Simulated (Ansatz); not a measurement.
A structure relaxed at PBE-D4/def2-SVP in Ansatz, charge 1, doublet:

```xyz
13

Pd    1.2486    0.0408    1.6846
Cu    1.9070   -0.9500   -0.5862
Cu   -0.9914   -0.7376   -3.5678
Cu    0.9465    2.5460    1.5398
Cu    1.0844    0.0896   -2.6741
Cu   -0.9167    1.1192    0.8315
Cu   -1.1332   -0.7407    2.3854
Cu   -1.0308    0.6453   -1.5623
Cu   -1.9006   -0.9542    0.0364
Cu   -0.2609    1.3254    3.2572
Cu    0.1590   -2.0515    0.7801
Cu    1.0831    1.3274   -0.5715
Cu   -0.1951   -1.6598   -1.5532
```

Question: Give its formula.

Answer: the cluster Cu12Pd⁺.

Question: Summarise the bond lengths by kind (pairs closer than 1.2 times the sum of covalent radii, bridged metal pairs left out).

Answer: 27 × Cu–Cu 2.35 to 2.52 Å; 7 × Cu–Pd 2.53 to 2.60 Å.

In the def2 sets Pd takes a core potential; there is no spin–orbit coupling. Single mean-field runs in def2-SVP are fitted with def2-universal-jkfit. Another isomer (doublet) lies 0.58 eV lower at PBE0-D4/def2-TZVP; other spin states weren't run for this one.
